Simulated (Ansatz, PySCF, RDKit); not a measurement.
Dimer: CH4O (SMILES CO) (first 6 atoms) with CH2F2 (SMILES FCF); geometry from B3LYP-D3(BJ)/def2-TZVP, rigid monomers moved along the line of their centres of mass till O2···H11 is 3.19 Å.
(charge 0, multiplicity 1):
```xyz
11

C      0.38733    -0.58090     0.42495
O      0.26264     0.75478     0.90939
H     -0.26977    -0.76405    -0.43108
H      0.09221    -1.23807     1.24028
H      1.41819    -0.81699     0.14292
H      0.53956     1.36427     0.21838
F      0.04443    -1.15685     4.77854
C      0.30527     0.16162     5.04079
F      1.44606     0.22746     5.78809
H     -0.51967     0.56037     5.63353
H      0.46348     0.67581     4.09408
```

Interaction energies are E(AB) − E(A) − E(B) at the monomers' geometry in the complex; basis-set methods are counterpoise corrected. Rows marked so take none.

Frozen-core correlation. Rows in 6-31G* carry no dispersion term and start afresh at each structure (6-31G* with six Cartesian d functions). MP2/6-31G* freezes PySCF's default core.

Codes used: Ansatz (Gaussian orbitals); PySCF for 6-31G* rows, the dispersion terms; RDKit for the force fields. Values without a source in brackets are computed.

| level | interaction energy (kJ/mol) |
|---|---|
| MMFF94 | -7.4 |
| BP86/6-31G* (no counterpoise) | -5.9 |
| r2SCAN-D4/def2-TZVPPD | -6.6 |
| B3LYP/def2-TZVPPD | (withheld) |
| wB97X-V/def2-TZVPPD | -7.5 |
| MP2/6-31G* | -6.3 |
| MP2/aug-cc-pVDZ | -7.1 |
| CCSD/aug-cc-pVDZ | -7.0 |
| CCSD(T)/aug-cc-pVDZ | -7.1 |

Q: What belongs in the gaps?

A: 
- B3LYP/def2-TZVPPD, interaction energy (kJ/mol): -5.2

Ansatz is an electronic-structure program.
